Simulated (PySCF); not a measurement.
## Trend along group 14: MGe molecules

CCSD(T) with double-zeta basis sets in PySCF, for the lowest determinant that a PBE0 search found; no spin–orbit coupling. De refers to high-spin ground-configuration atoms.

```json
{"M": "C", "basis": "pcseg-1", "reference, frozen orbitals": "ROHF, 10", "state (unpaired electrons)": "triplet (σ ↑, π ↑)", "Re (Å)": "1.830", "ωe (cm⁻¹)": "780", "De (eV)": "3.29"}
{"M": "Ge", "basis": "pcseg-1", "reference, frozen orbitals": "UHF, 18", "state (unpaired electrons)": "triplet (π ↑↑)", "Re (Å)": "2.426", "ωe (cm⁻¹)": "281", "De (eV)": "2.49"}
{"M": "Sn", "basis": "def2-SVP", "reference, frozen orbitals": "UHF, 13", "state (unpaired electrons)": "triplet (π ↑↑)", "Re (Å)": "2.604", "ωe (cm⁻¹)": "233", "De (eV)": "2.14"}
{"M": "Pb", "basis": "def2-SVP", "reference, frozen orbitals": "UHF, 13", "state (unpaired electrons)": "triplet (π ↑↑)", "Re (Å)": "2.680", "ωe (cm⁻¹)": "203", "De (eV)": "1.99"}
```

The shortest bond is that of GeC (1.830 Å), the longest that of GePb (2.680 Å).

The rows differ in basis set, which adds steps of its own.

The state changes along the series, so neighbouring rows are not always alike in their bonding.

Correlated steps freeze the inner cores (10 to 18 orbitals); shallow outer-core shells are correlated. UHF and ROHF references stand side by side, which adds small steps between rows. Correlated levels converge slowly with the basis: in double zeta they bind strong bonds too weakly, by up to about 1 eV, and carry superposition errors of some tenths. These are scalar-relativistic numbers at best; spin–orbit coupling would shift them, the dissociation energy most. States were picked by a PBE0 search and need not be the measured ground states.
